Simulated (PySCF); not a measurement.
C2H7Al, triplet, at a GFN2-xTB geometry (such geometries of metal compounds can be far from the true shape) (a higher spin typed on purpose: for a closed-shell molecule this is an excited state); DF-PBE/6-31G** in PySCF.

Here is a job for PySCF.
```python
from pyscf import gto, scf, dft

mol = gto.M(
    atom='''
Al    0.40958518   -0.18314137   -0.80511561
C    -0.58097621   -1.24208483    0.75109971
H    -0.37697706   -2.26541523    0.44622273
H    -1.64939540   -1.04926874    0.74868397
H    -0.15066413   -1.05098784    1.72869272
C    -0.15699471    1.51820863    0.33890127
H     0.32500173    2.30475461   -0.23624706
H     0.24065338    1.49664967    1.34825049
H    -1.23395162    1.65544067    0.34478597
H     1.94855128   -0.36707805   -0.45389173
''',
    basis='6-31g**',
    spin=2,
    verbose=4,
)

mf = dft.UKS(mol)
mf.xc = 'pbe'
mf = mf.density_fit(auxbasis='def2-universal-jkfit')
mf.kernel()
mf.analyze()
```

Problem. What does PySCF print? Leave out banner, timings and long lists.

Solution. 
```
PySCF version 2.14.0

[INPUT] verbose = 4
[INPUT] num. atoms = 10
[INPUT] num. electrons = 32
[INPUT] charge = 0
[INPUT] spin (= nelec alpha-beta = 2S) = 2
[INPUT] symmetry False subgroup None
[INPUT] Mole.unit = angstrom
[INPUT] Symbol           X                Y                Z      unit          X                Y                Z       unit  Magmom
[INPUT]  1 Al     0.409585180000  -0.183141370000  -0.805115610000 AA    0.774003814881  -0.346087031378  -1.521448001512 Bohr   0.0
[INPUT]  2 C     -0.580976210000  -1.242084830000   0.751099710000 AA   -1.097885921788  -2.347200152177   1.419372744140 Bohr   0.0
[INPUT]  3 H     -0.376977060000  -2.265415230000   0.446222730000 AA   -0.712383398644  -4.281014343119   0.843238750256 Bohr   0.0
[INPUT]  4 H     -1.649395400000  -1.049268740000   0.748683970000 AA   -3.116905577117  -1.982830549667   1.414807657152 Bohr   0.0
[INPUT]  5 H     -0.150664130000  -1.050987840000   1.728692720000 AA   -0.284713942496  -1.986079177848   3.266755794329 Bohr   0.0
[INPUT]  6 C     -0.156994710000   1.518208630000   0.338901270000 AA   -0.296677004906   2.868998510651   0.640430583567 Bohr   0.0
[INPUT]  7 H      0.325001730000   2.304754610000  -0.236247060000 AA    0.614164259710   4.355354997229  -0.446442241134 Bohr   0.0
[INPUT]  8 H      0.240653380000   1.496649670000   1.348250490000 AA    0.454768979151   2.828257980721   2.547824173411 Bohr   0.0
[INPUT]  9 H     -1.233951620000   1.655440670000   0.344785970000 AA   -2.331830612763   3.128329481766   0.651551054893 Bohr   0.0
[INPUT] 10 H      1.948551280000  -0.367078050000  -0.453891730000 AA    3.682228258871  -0.693676980839  -0.857731059905 Bohr   0.0

nuclear repulsion = 95.1337454826911
number of shells = 41
number of NR pGTOs = 154
number of NR cGTOs = 81
basis = 6-31g**
ecp = {}

******** <class 'pyscf.df.df_jk.DFUKS'> ********
method = DFUKS
initial guess = minao
damping factor = 0
level_shift factor = 0
DIIS = <class 'pyscf.scf.diis.CDIIS'>
diis_start_cycle = 1
diis_space = 8
diis_damp = 0
SCF conv_tol = 1e-09
SCF conv_tol_grad = None
SCF max_cycles = 50
direct_scf = False
number electrons alpha = 17  beta = 15
XC library pyscf.dft.libxc version 7.1.2
    S. Lehtola, C. Steigemann, M. J. T. Oliveira, and M. A. L. Marques,  SoftwareX 7, 1–5 (2018)
XC functionals = pbe
    J. P. Perdew, K. Burke, and M. Ernzerhof,  Phys. Rev. Lett. 77, 3865 (1996)
    J. P. Perdew, K. Burke, and M. Ernzerhof,  Phys. Rev. Lett. 78, 1396 (1997)
    J. P. Perdew, K. Burke, and M. Ernzerhof,  Phys. Rev. Lett. 77, 3865 (1996)
    J. P. Perdew, K. Burke, and M. Ernzerhof,  Phys. Rev. Lett. 78, 1396 (1997)
radial grids:
    Treutler-Ahlrichs [JCP 102, 346 (1995); DOI:10.1063/1.469408] (M4) radial grids

becke partition: Becke, JCP 88, 2547 (1988); DOI:10.1063/1.454033
pruning grids: <function nwchem_prune>
grids dens level: 3
symmetrized grids: False
atomic radii adjust function: <function treutler_atomic_radii_adjust>
small_rho_cutoff = 0
Set gradient conv threshold to 3.16228e-05
tot grids = 116072
init E= -322.238181041953

cycle= 1 E= -322.392339184709  delta_E= -0.154  |g|= 0.32  |ddm|= 1.77
cycle= 2 E= -322.323047011939  delta_E= 0.0693  |g|= 0.466  |ddm|= 0.751

cycle= 3 E= -322.453062331168  delta_E= -0.13  |g|= 0.0307  |ddm|= 0.471

cycle= 4 E= -322.45388799655  delta_E= -0.000826  |g|= 0.00872  |ddm|= 0.0788

cycle= 5 E= -322.453966299173  delta_E= -7.83e-05  |g|= 0.00228  |ddm|= 0.0202

cycle= 6 E= -322.453970997843  delta_E= -4.7e-06  |g|= 0.000538  |ddm|= 0.00479

cycle= 7 E= -322.453971255356  delta_E= -2.58e-07  |g|= 0.000177  |ddm|= 0.00109

cycle= 8 E= -322.453971250477  delta_E= 4.88e-09  |g|= 0.000203  |ddm|= 0.000444

cycle= 9 E= -322.453971274257  delta_E= -2.38e-08  |g|= 0.000102  |ddm|= 0.000376

cycle= 10 E= -322.45397128222  delta_E= -7.96e-09  |g|= 9.86e-06  |ddm|= 0.000139

cycle= 11 E= -322.453971282306  delta_E= -8.57e-11  |g|= 2.97e-06  |ddm|= 2.44e-05

Extra cycle  E= -322.453971282307  delta_E= -5.12e-13  |g|= 2.71e-06  |ddm|= 9.35e-06
converged SCF energy = -322.453971282307  <S^2> = 2.0027917  2S+1 = 3.0018606
**** SCF Summaries ****
Total Energy =                        -322.453971282306554
Nuclear Repulsion Energy =              95.133745482691111
One-electron Energy =                 -632.346159362906860
Two-electron Energy =                  214.758442597909209
Two-electron Coulomb Energy =          246.540788641754460
DFT Exchange-Correlation Energy =      -31.782346043845241
**** MO energy ****
                             alpha | beta                alpha | beta
MO #1   energy= -55.3621771971896  | -55.3597992722269  occ= 1 | 1
MO #2   energy= -9.90627349415021  | -9.89943200314086  occ= 1 | 1
MO #3   energy= -9.90623710073953  | -9.8993972260387   occ= 1 | 1
MO #4   energy= -3.91016413891956  | -3.90659805814711  occ= 1 | 1
MO #5   energy= -2.51611308382453  | -2.51201684901663  occ= 1 | 1
MO #6   energy= -2.51297956917478  | -2.50827246759644  occ= 1 | 1
MO #7   energy= -2.51009288610716  | -2.50667694452525  occ= 1 | 1
MO #8   energy= -0.645231286054371 | -0.628542632796463 occ= 1 | 1
MO #9   energy= -0.625804516985121 | -0.610040733627863 occ= 1 | 1
MO #10  energy= -0.385427690778382 | -0.377180238880633 occ= 1 | 1
MO #11  energy= -0.379489348001274 | -0.373145238864784 occ= 1 | 1
MO #12  energy= -0.365004247231206 | -0.357692067740904 occ= 1 | 1
MO #13  energy= -0.360948064112561 | -0.354521775380005 occ= 1 | 1
MO #14  energy= -0.352645647147525 | -0.324058971444694 occ= 1 | 1
MO #15  energy= -0.245370987906622 | -0.225745356378165 occ= 1 | 1
MO #16  energy= -0.231973402944477 | -0.18543320325412  occ= 1 | 0
MO #17  energy= -0.144485173780529 | -0.0797333857887446 occ= 1 | 0
MO #18  energy= -0.0163028318545924 | 0.0118223877058203 occ= 0 | 0
MO #19  energy= 0.0190117682506288 | 0.0390591014427262 occ= 0 | 0
MO #20  energy= 0.0641299089360716 | 0.0771477575475581 occ= 0 | 0
MO #21  energy= 0.097618448212796  | 0.107805677159743  occ= 0 | 0
MO #22  energy= 0.107003184472855  | 0.12630045834566   occ= 0 | 0
MO #23  energy= 0.133145798981194  | 0.152791338059779  occ= 0 | 0
MO #24  energy= 0.134917136061277  | 0.153523326296383  occ= 0 | 0
MO #25  energy= 0.147005118309742  | 0.154384172665231  occ= 0 | 0

To work with the spin densities directly, `use mulliken_meta_spin()` only printing them here.

 ** Mulliken spin pop alpha/beta on meta-lowdin orthogonal AOs **
 ** Mulliken Spin Density (per AO)  **
spin_pop of  0 Al 1s        0.00000
spin_pop of  0 Al 2s        0.00007
spin_pop of  0 Al 3s        0.25396
spin_pop of  0 Al 4s        0.00372
spin_pop of  0 Al 2px       0.00000
spin_pop of  0 Al 2py       0.00001
spin_pop of  0 Al 2pz       0.00002
spin_pop of  0 Al 3px       0.10743
spin_pop of  0 Al 3py       0.13700
spin_pop of  0 Al 3pz       0.50585
spin_pop of  0 Al 4px       0.00018
spin_pop of  0 Al 4py       0.00378
spin_pop of  0 Al 4pz       0.00000
spin_pop of  0 Al 3dxy      0.00116
spin_pop of  0 Al 3dyz      0.00216
spin_pop of  0 Al 3dz^2     0.00014
spin_pop of  0 Al 3dxz      0.00040
spin_pop of  0 Al 3dx2-y2    0.00036
spin_pop of  1 C 1s       -0.00000
spin_pop of  1 C 2s        0.04107
spin_pop of  1 C 3s        0.00030
spin_pop of  1 C 2px       0.07476
spin_pop of  1 C 2py       0.18966
spin_pop of  1 C 2pz       0.15636
spin_pop of  1 C 3px      -0.00000
spin_pop of  1 C 3py      -0.00002
spin_pop of  1 C 3pz       0.00029
spin_pop of  1 C 3dxy     -0.00001
spin_pop of  1 C 3dyz     -0.00005
spin_pop of  1 C 3dz^2     0.00003
spin_pop of  1 C 3dxz      0.00005
spin_pop of  1 C 3dx2-y2   -0.00006
spin_pop of  2 H 1s        0.01970
spin_pop of  2 H 2s        0.00037
spin_pop of  2 H 2px       0.00004
spin_pop of  2 H 2py      -0.00007
spin_pop of  2 H 2pz       0.00008
spin_pop of  3 H 1s       -0.01011
spin_pop of  3 H 2s        0.00010
spin_pop of  3 H 2px      -0.00003
spin_pop of  3 H 2py       0.00002
spin_pop of  3 H 2pz       0.00000
spin_pop of  4 H 1s        0.00342
spin_pop of  4 H 2s        0.00075
spin_pop of  4 H 2px       0.00002
spin_pop of  4 H 2py       0.00002
spin_pop of  4 H 2pz      -0.00004
spin_pop of  5 C 1s       -0.00000
spin_pop of  5 C 2s        0.04107
spin_pop of  5 C 3s        0.00030
spin_pop of  5 C 2px       0.02013
spin_pop of  5 C 2py       0.33687
spin_pop of  5 C 2pz       0.06377
spin_pop of  5 C 3px      -0.00001
spin_pop of  5 C 3py       0.00002
spin_pop of  5 C 3pz       0.00025
spin_pop of  5 C 3dxy     -0.00003
spin_pop of  5 C 3dyz      0.00006
spin_pop of  5 C 3dz^2    -0.00002
spin_pop of  5 C 3dxz      0.00004
spin_pop of  5 C 3dx2-y2   -0.00009
spin_pop of  6 H 1s        0.01970
spin_pop of  6 H 2s        0.00037
spin_pop of  6 H 2px       0.00004
spin_pop of  6 H 2py      -0.00007
spin_pop of  6 H 2pz       0.00009
spin_pop of  7 H 1s        0.00342
spin_pop of  7 H 2s        0.00075
spin_pop of  7 H 2px       0.00001
spin_pop of  7 H 2py       0.00003
spin_pop of  7 H 2pz      -0.00004
spin_pop of  8 H 1s       -0.01011
spin_pop of  8 H 2s        0.00010
spin_pop of  8 H 2px      -0.00003
spin_pop of  8 H 2py       0.00002
spin_pop of  8 H 2pz      -0.00000
spin_pop of  9 H 1s        0.03063
spin_pop of  9 H 2s       -0.00006
spin_pop of  9 H 2px      -0.00007
spin_pop of  9 H 2py       0.00000
spin_pop of  9 H 2pz      -0.00004
 ** Mulliken Spin Density (per atom)  **
spin density of  0 Al =      1.01625
spin density of  1 C =      0.46237
spin density of  2 H =      0.02012
spin density of  3 H =     -0.01002
spin density of  4 H =      0.00418
spin density of  5 C =      0.46237
spin density of  6 H =      0.02012
spin density of  7 H =      0.00418
spin density of  8 H =     -0.01002
spin density of  9 H =      0.03046
 ** Mulliken pop alpha/beta on meta-lowdin orthogonal AOs **
 ** Mulliken pop       alpha | beta **
In total            17.00000 | 15.00000
 ** Mulliken atomic charges   ( Nelec_alpha | Nelec_beta ) **
charge of  0Al =      0.19335  (     6.91145      5.89520 )
charge of  1C =     -0.43585  (     3.44911      2.98674 )
charge of  2H =      0.14597  (     0.43708      0.41696 )
charge of  3H =      0.12960  (     0.43019      0.44021 )
charge of  4H =      0.13193  (     0.43612      0.43194 )
charge of  5C =     -0.43585  (     3.44911      2.98674 )
charge of  6H =      0.14597  (     0.43708      0.41696 )
charge of  7H =      0.13193  (     0.43613      0.43194 )
charge of  8H =      0.12960  (     0.43019      0.44021 )
charge of  9H =     -0.13665  (     0.58355      0.55309 )
Dipole moment(X, Y, Z, Debye): -1.48785,  0.45069,  1.48772
```
